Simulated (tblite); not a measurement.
C2H8F2OSi2.
Numbering: `[CH3:1][O:2][C@H:3]([F:4])[SiH2:5][SiH2:6][F:7]` (hydrogens: H8, H9, H10 on C1; H11 on C3; H12, H13 on Si5; H14, H15 on Si6)

Cartesian coordinates in Å at the GFN2-xTB level; atoms count from 1:
```
atom  x, y, z in Å
C1    -2.2444    0.6445   -0.9199
O2    -0.9142    0.1939   -0.7325
C3    -0.7280   -0.6878    0.3076
F4    -0.9590   -0.0356    1.5238
Si5    1.1210   -1.1997    0.1796
Si6    2.2630    0.7951    0.0027
F7     3.8284    0.3945   -0.1069
H8    -2.9158   -0.2039   -1.0926
H9    -2.2310    1.2896   -1.7953
H10   -2.5900    1.2080   -0.0490
H11   -1.4641   -1.5060    0.2966
H12    1.1647   -2.1047   -0.9787
H13    1.3824   -2.0306    1.3653
H14    2.0466    1.5815   -1.2077
H15    2.2360    1.6691    1.1737
```

Computed values, GFN2-xTB/tblite, gas phase, harmonic and unscaled. Errors from tens to a few hundred cm⁻¹ against measured bands are possible. Modes of hydrogen on silicon can be 10 to 20 % off. One conformer, not necessarily the lowest.

Harmonic wavenumbers (cm⁻¹): 28.0, 37.2, 62.3, 116.6, 149.6, 160.2, 189.3, 254.7, 349.4, 395.2, 457.4, 470.2, 520.7, 583.6, 588.4, 647.3, 711.8, 747.3, 774.2, 792.1, 805.3, 924.0, 984.9, 1105.6, 1131.5, 1149.8, 1245.3, 1315.7, 1398.5, 1463.6, 1479.0, 2191.6, 2205.5, 2263.6, 2291.3, 2850.4, 2931.4, 2962.7, 3035.0.

A = 3075, B = 865.8, C = 799.3 MHz; mass 142.008 u (most abundant isotopes); point group C1, symmetry number 1.

Question: Zero-point energy?

Answer: ½Σν̃ = 20885 cm⁻¹ = 249.84 kJ/mol.

Question: What is S at 350 K and 1 bar for an ideal gas of classical rigid rotors and harmonic oscillators?

Answer: Translation 174.00, rotation 125.02, vibration 170.07: S = 469.1 J/(mol K).

Question: And Cp and H(350 K) − H(0)?

Answer: Cp = 179.91 J/(mol K), of which vibrations give 146.65 (their classical limit is 39 R = 324.3); H(350 K) − H(0) = 40.06 kJ/mol without the zero-point energy, 28.42 from vibrations.

Question: How do the functions run with temperature in this model?

Answer: 
```csv
T (K),S (J/(mol K)),Cp (J/(mol K)),H − H(0) (kJ/mol),G − H(0) (kJ/mol),ln q(vib)
100,311.6,86.7,6.22,-24.95,3.05
200,384.0,126.7,16.89,-59.92,6.31
300,442.6,163.8,31.46,-101.32,9.27
500,540.2,218.7,70.12,-199.95,14.71
800,654.8,268.2,143.86,-379.95,21.85
1000,717.0,289.2,199.71,-517.28,26.05
```

q(vib) and H(0) count from the zero-point level.

Question: Which modes carry the vibrational entropy at 350 K?

Answer: 28.0 cm⁻¹: 26.29; 37.2 cm⁻¹: 23.94; 62.3 cm⁻¹: 19.66; 116.6 cm⁻¹: 14.51; 149.6 cm⁻¹: 12.49; 160.2 cm⁻¹: 11.94 J/(mol K); the other 33 give 61.24 together.

Hindered rotation and anharmonicity are outside this model. Other conformers, if any are populated, would add a mixing term that is left out. The structure is chiral; the term R ln 2 for an equal mix with its mirror image is left out.
